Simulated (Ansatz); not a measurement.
## Match the barriers

Saddle point of GeNH$_{5}$O, closed shell (GeNH₅O ([NH2][GeH2][OH]) → GeNH₃ ([NH][GeH2]) + H₂O; bonds formed: O2–H4; bonds broken: Ge1–O2, N3–H4), PBE0-D4/def2-TZVP structure:

```xyz
8
angstrom
Ge -0.1877 0.4955 0.6515
O 0.1532 0.1667 -1.3519
N 0.2173 -1.2093 0.7034
H 0.3148 -0.7695 -0.8520
H 0.7040 1.6949 1.0360
H -1.6638 0.9189 0.5422
H -0.6060 0.1205 -1.9456
H 1.0683 -1.4177 1.2162
```

Program: Ansatz 0.2.0. Basis: def2-TZVPP, with def2-QZVPP for the basis limit. Cores are frozen in the correlated methods. Filled d shells of the heavier atoms are correlated. The def2 sets are not built for correlating such inner shells, so the correlated values are less sure here. Extrapolation: Hartree–Fock as exp(−7.88 √X), correlation as X^−2.97. Four methods, as single points on the PBE0-D4 structures, gave these electronic barriers from the start structure: 215.1, 229.2, 261.0, 299.7 kJ/mol.

Task: The methods were, in alphabetical order, BHLYP-D4, BLYP-D4, HF, r2SCAN-D4. Which gave which? (A judgement: the text doesn't fix the answer.)

Result: Computed: BLYP-D4 215.1; r2SCAN-D4 229.2; BHLYP-D4 261.0; HF 299.7 kJ/mol. For comparison, CCSD(T) at an estimated basis limit (MP2 extrapolated from triple and quadruple zeta, plus CCSD(T) − MP2 in triple zeta) gives 238.2 kJ/mol.

No T1 diagnostic of these runs exceeds 0.018.

Labels in which every atom is bracketed show which atoms are joined, not bond orders.

For scale, one of the runs: CCSD(T)/def2-TZVPP, 180 basis functions, launched by `ansatz run in.yaml --threads 4 --pin off --events-out ev --progress --plain --max-ram 9574MiB`. Hardware: 4 CPU threads of an Intel Xeon, shared host. Wall time 100 s; peak host memory 1.8 GiB.
